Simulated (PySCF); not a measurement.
Job file and geometry (Å, from GFN2-xTB) of an NMR shielding run on SMILES C([C@H](CF)[SiH3])#C[SiH2]F, C4H8F2Si2, GIAO PBE0/pcSseg-1 NMR shielding, non-relativistic, gas phase (PySCF 2.14.0, density-fitted response routines); density fitting, a coarse starting grid and PySCF grid level 2 are the driver's defaults:

```
$ OMP_NUM_THREADS=1 python probes_run.py task.json out

{"job": {"kind": "nmr", "xc": "PBE0", "basis": "pcSseg-1"}, "charge": 0, "multiplicity": 1}
F     -3.059929     0.614086     0.971003
C     -1.709795     0.420799     1.147459
C     -0.973578     0.609315    -0.174472
Si    -1.687013    -0.537456    -1.550157
C      0.429576     0.349782     0.017059
C      1.600072     0.105231     0.178919
Si     3.386685    -0.236357     0.447384
F      3.538041    -0.782216     1.957259
H     -1.384220     1.143497     1.904922
H     -1.582266    -0.596330     1.532434
H     -1.093389     1.651471    -0.491376
H     -3.085000    -0.175698    -1.760713
H     -0.882658    -0.295420    -2.747936
H     -1.549562    -1.921104    -1.096787
H      4.182274     0.983034     0.409164
H      3.863164    -1.323690    -0.396524
```

Question: Write the output of this run.

Answer: 
```
coarse grid: 14728 points
cycle   1  E = -935.0611211380  dE =  7.190e-01  |g| = 7.354e-01  |ddm| = 3.937e+00
cycle   2  E = -934.9789642655  dE =  8.216e-02  |g| = 1.054e+00  |ddm| = 1.941e+00
cycle   3  E = -935.1537289629  dE = -1.748e-01  |g| = 1.146e-01  |ddm| = 1.199e+00
cycle   4  E = -935.1555547989  dE = -1.826e-03  |g| = 7.349e-02  |ddm| = 1.589e-01
cycle   5  E = -935.1568079777  dE = -1.253e-03  |g| = 2.378e-02  |ddm| = 6.467e-02
cycle   6  E = -935.1569330342  dE = -1.251e-04  |g| = 3.507e-03  |ddm| = 2.524e-02
cycle   7  E = -935.1569360504  dE = -3.016e-06  |g| = 8.281e-04  |ddm| = 5.226e-03
final grid: 134872 points
cycle   8  E = -935.2170929361  dE = -3.438e-05  |g| = 5.546e-03  |ddm| = 4.313e-02
cycle   9  E = -935.2170882289  dE =  4.707e-06  |g| = 7.481e-03  |ddm| = 1.600e-02
cycle  10  E = -935.2170997549  dE = -1.153e-05  |g| = 1.338e-03  |ddm| = 9.374e-03
cycle  11  E = -935.2171000795  dE = -3.247e-07  |g| = 5.770e-04  |ddm| = 1.525e-03
cycle  12  E = -935.2171001565  dE = -7.703e-08  |g| = 1.456e-04  |ddm| = 5.090e-04
cycle  13  E = -935.2171001607  dE = -4.162e-09  |g| = 2.364e-05  |ddm| = 1.445e-04
cycle  14  E = -935.2171001608  dE = -1.203e-10  |g| = 4.795e-06  |ddm| = 3.003e-05
converged SCF energy = -935.2171001608

GIAO shielding tensors (ppm)
atom      isotropic    diamagn.    paramagn.     s11        s22        s33       span
  0 F      405.769     470.239     -64.470    374.085    382.287    460.933     86.848
  1 C      100.202     245.287    -145.085     64.058     81.080    155.469     91.411
  2 C      167.002     248.519     -81.517    146.820    166.570    187.616     40.796
  3 Si     412.397     879.393    -466.996    381.717    402.664    452.811     71.095
  4 C       72.744     272.197    -199.454    -29.610    -16.882    264.723    294.334
  5 C      100.628     260.247    -159.618      9.748     31.304    260.832    251.084
  6 Si     378.716     879.635    -500.919    335.895    361.834    438.421    102.525
  7 F      387.518     468.672     -81.154    358.328    375.138    429.087     70.758
  8 H       26.485      29.235      -2.750     21.845     27.895     29.716      7.871
  9 H       27.045      30.234      -3.189     23.237     28.126     29.772      6.535
 10 H       29.037      29.805      -0.768     25.180     27.775     34.155      8.974
 11 H       27.487      28.567      -1.081     23.584     26.101     32.776      9.192
 12 H       27.736      28.970      -1.233     24.476     26.110     32.624      8.148
 13 H       27.784      29.205      -1.421     24.920     26.094     32.338      7.419
 14 H       26.552      28.596      -2.044     23.157     24.986     31.512      8.354
 15 H       26.554      29.193      -2.639     23.169     25.158     31.335      8.166
```

Question: Turn these shieldings into chemical shifts. Chemical shifts δ = σref − σ; CFCl3 for 19F (σ = 170.95 ppm); TMS for 13C (σ = 186.93 ppm), 29Si (σ = 349.16 ppm), 1H (σ = 31.72 ppm), all at this level.

Answer: Averaging equivalent atoms: F 7: -216.6; F 0: -234.8; C 4: 114.2; C 1: 86.7; C 5: 86.3; C 2: 19.9; Si 6: -29.6; Si 3: -63.2; H 8: 5.23; H 14: 5.17; H 15: 5.16; H 9: 4.67; H 11/12/13: 4.05; H 10: 2.68 ppm. Unscaled 19F shifts against computed CFCl3 carry errors that often reach 10 to 50 ppm.

Size and cost of the density-fitted run: 190 basis functions, 58 s wall time on 1 thread of an Arm Neoverse N1, shared host; peak memory 0.84 GiB.
